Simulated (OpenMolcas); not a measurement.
Cu2+ among 6 point charges of -1 e arranged as a trigonal antiprism (D3d), with a polar angle of 60.8° against the regular 54.74°.

```json
{
 "Program": "OpenMolcas 26.06",
 "Method": "SS-CASPT2, IPEA 0.25 Eh, imaginary shift 0.1 Eh (closed shells correlated: 3s 3p)",
 "Basis": "ANO-RCC-VDZP [5s4p2d1f]",
 "Scalar Hamiltonian": "DKH2, point nucleus",
 "Active space": "9 electrons in 5 orbitals (3d)",
 "State averaging": "2S+1 = 2 even, 5 roots",
 "Spin-orbit coupling": "RASSI with atomic mean-field integrals over the reference wave functions"
}
```

All point charges move together. At R = 1.84 Å the first state of the same spin is 3450 cm-1, and at R = 2.16 Å it is 1930 cm-1.

Q: A third run gives 2690 cm-1. What distance was it run at?

A: With a power law R^-n the two known points give n = -ln(1930 / 3450) / ln(2.16 / 1.84) = 3.62. Then R = 1.84 × (3450 / 2690)^(1/3.62) = 1.971 Å. The run was at 1.97 Å, so the estimate is off by +0.001 Å.

Roots that are degenerate in the reference are averaged as groups; the widest CASPT2 spread within a group is 28 cm-1 (the 2-fold group of multiplicity 2 near 0 cm-1 above the lowest state of its run, R = 1.84). Shifts and gaps below about the spread of the groups concerned are not significant. An orbital doublet at a regular site is open to a Jahn-Teller distortion, which this geometry leaves out. Free-ion shares, where given, are those of the reference states; single-state CASPT2 does not remix them. The ground term spreads over less than 5000 cm-1, several times less than with real ligands, so orbital moments are less quenched and χT lies further from the spin-only value than at real sites (holds for R = 1.97; R = 2.16). Point charges carry no covalency, so the field is a model and not that of real ligands. No measured value stands beside these numbers.
